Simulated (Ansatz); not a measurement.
Mulliken charges of CH5InO3 (`C[O][In]([OH])[OH]`) from r2SCAN/def2-TZVPP in Ansatz (PBE0-D4/def2-TZVP geometry).

```csv
atom,x (Å),y (Å),z (Å),charge (e)
C1,0.553,-1.721,-0.493,0.017
O2,0.559,-0.919,0.661,-0.504
In3,-0.185,0.907,0.641,0.986
O4,-0.170,2.000,2.273,-0.508
O5,-0.958,1.684,-1.012,-0.527
H6,1.033,-2.673,-0.247,0.055
H7,1.114,-1.277,-1.327,0.045
H8,-0.461,-1.946,-0.851,0.047
H9,-0.561,2.863,2.116,0.197
H10,-0.924,1.082,-1.760,0.193
```

Q: By hand: the dipole of these point charges (1 e Å = 4.8032 D).

A: Σ q r = (-0.067, -0.098, -0.367) e Å, of length 0.386 e Å = 1.85 D.

Q: How does the dipole of the full density compare? (Estimate.)

A: Computed: (-0.075, -0.085, -0.383) e Å, 1.92 D; the point charges give 0.96 times that, at 3° from its direction.

Point charges leave out the atoms' own dipoles, such as those of lone pairs, and Mulliken's split depends on the basis, so the close match here is no proof of good charges.
